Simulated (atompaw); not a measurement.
Building the PAW (atompaw) potential for Zr (PBE, non-relativistic).

atompaw 4.2.0.5 was run on this input:

```
Zr 40
GGA-PBE loggrid 1500 logderivrange -6 5 276
5 5 4 0 0 0
5 0 1
5 1 0
4 2 3
0 0 0
c
c
c
v
v
c
c
v
v
c
v
2
2.25 1.90 1.65 1.20
n
n
y
0.6
n
modrrkj vanderbiltortho sinc
bessel
2.25
2.25
2.25
2.25
2.25
2.25
PWSCFOUT
UPFDX 0.0125d0 UPFXMIN -7.d0 UPFZMESH 40.d0
END
```

Command:

```bash
atompaw < Zr.input > Zr.log
```

Output (summary file):

```
Completed calculations for Zr (AE)

 Exchange-correlation type: GGA, Perdew-Burke-Ernzerhof

 Radial integration grid is logarithmic
 r0 =   2.1400192E-04 h =   8.5600766E-03   n =      1500 rmax =   8.0000000E+01

 Non-relativistic calculation

 AEatom converged in  36 iterations
   nz     =  40.00
   delta  =       4.383079791247E-17

 All Electron Orbital energies:
  n  l      occupancy      energy
  1  0      2.0000000E+00 -1.2802327E+03
  2  0      2.0000000E+00 -1.7449133E+02
  3  0      2.0000000E+00 -2.8356129E+01
  4  0      2.0000000E+00 -3.6687450E+00
  5  0      1.0000000E+00 -2.6520236E-01
  2  1      6.0000000E+00 -1.5990080E+02
  3  1      6.0000000E+00 -2.2875617E+01
  4  1      6.0000000E+00 -2.2096669E+00
  5  1      0.0000000E+00 -8.4474841E-02
  3  2      1.0000000E+01 -1.2888838E+01
  4  2      3.0000000E+00 -1.8321279E-01

 Total energy
   Total                    :    -7080.86261600726539

 ---
 Completed calculations for Zr (SC)

 Exchange-correlation type: GGA, Perdew-Burke-Ernzerhof

 Radial integration grid is logarithmic
 r0 =   2.1400192E-04 h =   8.5600766E-03   n =      1500 rmax =   8.0000000E+01

 Non-relativistic calculation

 SCatom converged in   1 iterations
   nz     =  40.00
   delta  =       3.864936949760E-17

 Valence Electron Orbital energies:
  n  l      occupancy      energy
   4  0      2.0000000E+00 -3.6687450E+00
   5  0      1.0000000E+00 -2.6520236E-01
   4  1      6.0000000E+00 -2.2096669E+00
   5  1      0.0000000E+00 -8.4474841E-02
   4  2      3.0000000E+00 -1.8321279E-01

 Total energy
   Total                    :    -7080.86261600852595
   Valence                  :     -302.04502361966013

 PAW parameters:
       lmax =            2
         rc =    2.2532697358153855
        irc =         1083
   rc_shape =    1.9150124941072473
    rc_vloc =    1.6556361887142532
    rc_core =    1.2061269256891616
   Vloc: truncated form - Vps(r)=A.sin(qr)/r for r<rc
   Projector type: modified RKKJ projectors + Vanderbilt ortho.
   Sinc^2 compensation charge shape zeroed at   1.9150E+00

 Number of basis functions     6
 No.   n  nodes  l      Energy         Cp coeff         Occ
  1    4    3    0   -0.3668745E+01  0.4986570E+01  0.2000000E+01
  2    5    4    0   -0.2652024E+00  0.1075282E+02  0.1000000E+01
  3    4    2    1   -0.2209667E+01  0.4222037E+01  0.6000000E+01
  4    5    3    1   -0.8447484E-01  0.1909011E+03  0.0000000E+00
  5    4    1    2   -0.1832128E+00  0.5424988E+01  0.3000000E+01
  6  999    2    2    0.6000000E+00  0.2533957E-01  0.0000000E+00

 Eigenvalues of overlap operator (in the basis of projectors):
    1        1.14181245E-02
    2        1.12364665E+00
    3        3.19381037E+00
    4        3.62325593E+00
    5        1.90808828E+01
    6        1.53788338E+02

 Orbital leakage outside PAW augmentation regions
   orb  is_core?  %out_of_sphere
   1 0    T           0.00
   2 0    T           0.00
   3 0    T           0.00
   4 0    F           2.50
   5 0    F          92.10
   2 1    T           0.00
   3 1    T           0.00
   4 1    F           6.34
   5 1    F          97.46
   3 2    T           0.00
   4 2    F          46.66

 Summary of PAW energies
   Total valence energy     :   -302.04502454221097
   Smooth energy            :     28.40391895571999
   One center               :   -330.44894349793094
   Smooth kinetic           :     19.08839733054311
   Vloc energy              :      4.24846152949682
   Smooth exch-corr         :    -10.17455441850280
   One-center xc            :   -213.97881870703986
```

The run took about 0.58 s on one core of a shared server CPU.
